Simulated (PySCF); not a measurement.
Input and output of an EPR job on `[H]/[C]=C\C(C)=C(/F)C#N` [radical].

Method: UKS B3LYP, pcH-1 on C F H N, non-relativistic, mean-field spin-orbit, GIAO (PySCF 2.14.0).

Input of the driver that calls PySCF (job settings, then Cartesian coordinates in Å):

```
{"job": {"kind": "epr", "basis": "pcH-1"}, "charge": 0, "multiplicity": 2}
C     -2.4593     0.4205     0.3333
C     -1.3446     0.8443    -0.1827
C     -0.0366     0.1830    -0.1009
C      0.0704    -1.1089     0.6393
C      1.0396     0.7427    -0.6882
F      0.9432     1.9148    -1.3604
C      2.3360     0.1851    -0.6653
N      3.3881    -0.2715    -0.6443
H     -2.8630    -0.3807     0.9041
H     -1.3327     1.7771    -0.7399
H     -0.2420    -0.9686     1.6735
H     -0.5917    -1.8474     0.1890
H      1.0883    -1.4899     0.6248
```

The self-consistent field part of the output:

```
UKS, coarse grid
  cycle   1  E = -386.02628711  |g| = 4.76e-01
  cycle   2  E = -385.74912075  |g| = 9.56e-01
  cycle   3  E = -386.10843176  |g| = 1.72e-01
  cycle   4  E = -386.11936854  |g| = 6.70e-02
  cycle   5  E = -386.12110188  |g| = 2.08e-02
  cycle   6  E = -386.12132309  |g| = 7.03e-03
  cycle   7  E = -386.12136203  |g| = 4.05e-03
  cycle   8  E = -386.12138405  |g| = 2.13e-03
  cycle   9  E = -386.12139823  |g| = 1.12e-03
  cycle  10  E = -386.12140314  |g| = 5.16e-04
UKS, final grid
  cycle   1  E = -386.12139169  |g| = 4.51e-04
  cycle   2  E = -386.12139195  |g| = 6.70e-04
  cycle   3  E = -386.12139219  |g| = 2.83e-04
  cycle   4  E = -386.12139232  |g| = 1.86e-04
  cycle   5  E = -386.12139252  |g| = 9.65e-05
  cycle   6  E = -386.12139253  |g| = 3.04e-05
  cycle   7  E = -386.12139253  |g| = 9.14e-06
E = -386.12139253 Eh   <S^2> = 0.7651 (exact 0.7500)
```

Task: What follows in the output?

Result: 
```
g shifts (ppm)      1          2          3
  rmc          -146       -146       -146
  gc             35          5        -44
  oz_so        -539       -126        800
  total        -651       -268        609
hyperfine (MHz)  atom isotope    a_iso     a_fc   dipolar eigenvalues
    0   13C     330.97     330.97    -85.87    -58.09    143.97
    1   13C      -6.00      -6.00    -19.07      3.50     15.57
    2   13C      87.75      87.75     -9.46     -0.57     10.03
    3   13C      -1.91      -1.91     -0.85     -0.24      1.09
    4   13C      -4.42      -4.42    -10.62      3.83      6.80
    5   19F      -7.00      -7.00    -29.70      8.93     20.77
    6   13C       9.08       9.08     -0.58     -0.36      0.94
    7   14N      -0.39      -0.39     -1.99      0.88      1.11
    8    1H      27.70      27.70    -33.73     -7.76     41.50
    9    1H     128.73     128.73     -6.93     -5.46     12.38
   10    1H       3.43       3.43     -2.96     -2.34      5.30
   11    1H       3.44       3.44     -2.95     -2.34      5.29
   12    1H      -0.51      -0.51     -1.37     -1.20      2.58
```

Atoms in this output count from 0. The g shifts stand along the tensor's principal axes 1 to 3: rmc is the relativistic mass correction, gc the gauge correction, oz_so the orbital-Zeeman/spin–orbit term. a_fc is the Fermi-contact part of a_iso, which also holds a spin–orbit part where one was computed. The run used 250 basis functions and 17 SCF iterations in all.

Time: 2.1 min of wall time (with the writing of density and orbital grids); peak memory 0.92 GiB. Hardware: Intel Xeon at 2.50 GHz, one thread, shared host with 64 logical CPUs at a one-minute load of 62.

Task: Where does the spin sit (Mulliken spin populations, atoms from 0)?

Result: 0 C +1.08, 1 C -0.17, 2 C +0.10, 4 C -0.05, 9 H +0.05, 7 N -0.02, 6 C +0.01. Over all atoms they add up to 1.

The structure is a single GFN2-xTB conformer in the gas phase; no vibrational or solvent corrections.
Labels such as C1 count atoms from 1, the log's own numbers from 0.
